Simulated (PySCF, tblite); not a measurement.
Isomers of C6H10NO (doublet state), one GFN2-xTB conformer each. Single-point energies are computed at B3LYP/pcH-1 (PySCF, gas phase, no added dispersion term), electronic only. GFN2-xTB treats the open shell by occupation alone, and not every SCF solution was tested for stability.

| SMILES | GFN2-xTB relative energy (kcal/mol) |
| --- | --- |
| C=[C]C(=O)N(C)CC | 11.9 |
| [CH2]C(=C)C(=O)N(C)C | 0.0 |

Conformers: `[CH2:1]=[C:2][C:3](=[O:4])[N:5]([CH3:6])[CH2:7][CH3:8]` (doublet state) with C1–C2–C3–O4 57°, C2–C3–N5–C6 176°, C3–N5–C7–C8 88°; `[CH2:1][C:2](=[CH2:3])[C:4](=[O:5])[N:6]([CH3:7])[CH3:8]` (doublet state) with H–C1–C2–C3 177° and -2°, C1–C2–C4–O5 72°, C2–C4–N6–C7 3°.

Problem. What does B3LYP/pcH-1 give for the same structures?

Solution. 
```tsv
SMILES	B3LYP/pcH-1 E (Eh)	B3LYP/pcH-1 (kcal/mol)	GFN2-xTB (kcal/mol)	point group
[CH2]C(=C)C(=O)N(C)C	-364.60590	0.0	0.0	C1
C=[C]C(=O)N(C)CC	-364.57512	19.3	11.9	C1
```

Both levels put the same isomer lowest. 

Problem. What happens when harmonic zero-point energies from GFN2-xTB frequencies are added?

Solution. 
```
              SMILES  ZPE (kcal/mol)  electronic (kcal/mol)  with ZPE (kcal/mol)
[CH2]C(=C)C(=O)N(C)C            91.1                    0.0                  0.0
    C=[C]C(=O)N(C)CC            91.1                   19.3                 19.4
```

The zero-point energies span 0.0 kcal/mol. The order is unchanged.
